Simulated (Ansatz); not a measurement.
Sr₄S₅⁻. Charge -1, multiplicity 2. Geometry r2SCAN-D4/def2-SVP; atoms count from 1.

| atom | x (Å) | y (Å) | z (Å) |
| --- | --- | --- | --- |
| Sr1 | 1.683 | 1.968 | 0.711 |
| Sr2 | -1.719 | 0.489 | 2.506 |
| Sr3 | -1.056 | -1.525 | -0.952 |
| Sr4 | 2.525 | -0.162 | -2.928 |
| S5 | 3.519 | 1.805 | -1.349 |
| S6 | 0.171 | 2.366 | 2.987 |
| S7 | -3.433 | -0.770 | 0.557 |
| S8 | -2.191 | -2.217 | 1.636 |
| S9 | 0.501 | -1.953 | -3.168 |

In the def2 sets Sr takes a core potential; there is no spin–orbit coupling. Another isomer (doublet) lies 2.66 eV lower at PBE0-D4/def2-TZVPD; other spin states weren't run for this one.

**Question.** Estimate the Mulliken populations from the PBE0/def2-TZVPD orbitals of Ansatz.

**Answer.** 
| atom | charge (e) | spin (α − β) |
| --- | --- | --- |
| Sr1 | 0.98 | 0.31 |
| Sr2 | 1.12 | 0.40 |
| Sr3 | 1.15 | 0.38 |
| Sr4 | 1.35 | 0.02 |
| S5 | -1.34 | 0.00 |
| S6 | -1.33 | -0.04 |
| S7 | -0.79 | -0.03 |
| S8 | -0.80 | -0.03 |
| S9 | -1.33 | -0.01 |
Mulliken values depend strongly on the basis. With diffuse functions, as here, like atoms can get unlike values, and bond orders can come out too low or too high.

**Question.** Where does the spin sit?

**Answer.** Summed by element: Sr 1.11, S -0.11, of 1 unpaired in all. Largest on single atoms: Sr2 0.40, Sr3 0.38, Sr1 0.31.

**Question.** And the Mayer bond orders between heavy atoms (over 0.3)?

**Answer.** Sr1–S5 0.48 (2.76 Å); Sr1–S6 0.46 (2.76 Å); Sr2–S6 0.48 (2.71 Å); Sr3–S9 0.47 (2.74 Å); Sr4–S5 0.50 (2.71 Å); Sr4–S9 0.50 (2.71 Å); S7–S8 0.81 (2.19 Å).
